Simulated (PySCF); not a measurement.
C₃H₇BO₂, SMILES OB1CC(O)C1.

Coordinates come from a r2SCAN-D4/def2-SVP optimisation. The structure was generated by enumeration, and PubChem lists no compound with its InChIKey, so it may never have been made. The values are those of a single conformer.

These are r2SCAN/def2-TZVP run with PySCF values and carry that method's errors.

The molecule is in vacuum.

```json
{
  "total_energy": "-293.80981 hartree",
  "highest_occupied_level": "-6.26 eV",
  "lowest_empty_level": "-0.40 eV",
  "orbital_gap": "5.86 eV",
  "dipole_moment": "0.93 D",
  "quadrupole, principal values (traceless, Buckingham form, about the centre of nuclear charge)": "-13.11, -0.31, 13.42 D·Å",
  "mean_static_polarisability": "56.3 bohr³ (8.35 Å³)",
  "polarisability_principal_values": "47.1, 56.9, 65.1 bohr³"
}
```
